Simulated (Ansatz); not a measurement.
Molecule: CrH (charge 0, sextet). The spin state was set by rule; other spins were not relaxed. SMILES: [CrH]
Geometry: optimised at B3LYP-D3(BJ)/def2-TZVP (Ansatz, a quantum-chemistry and plane-wave program).

Quantity: atomisation energy (electronic, to ground-state atoms), in eV. Cores are frozen in the correlated levels unless marked. Open shells are spin-unrestricted. No spin-orbit coupling. The frozen core is the preceding noble-gas configuration, with the filled d and f shells of earlier blocks. No relativistic terms. The coupled-cluster limit lacks core correlation, which all-electron functionals hold. Basis-set limits of correlation are two-point, X^-3; Hartree-Fock from the larger set.

```csv
level,program,atomisation energy (eV)
revPBE-D4/def2-TZVPD,Ansatz + dftd4,2.29
r2SCAN-D3(BJ)/def2-TZVPD,Ansatz + dftd3,2.18
PBE0-D3(BJ)/def2-TZVP,Ansatz + dftd3,2.09
PBE0/def2-TZVP,Ansatz,2.08
"RI-MP2/CBS(def2-TZVPP,def2-QZVPP)",Ansatz,1.52
SCS-MP2/6-31G*,Ansatz,2.38
SCS-MP2/def2-SVPD,Ansatz,1.86
CCSD(T)/def2-TZVPPD,Ansatz,2.15
CCSDT(Q)/def2-SVP,Ansatz,2.01
"CCSD(T)/CBS(def2-TZVPPD,def2-QZVPPD)",Ansatz,2.17
```

The T1 diagnostic of CCSD in the largest basis is 0.148, which is high, so the coupled-cluster rows are less sure than usual.
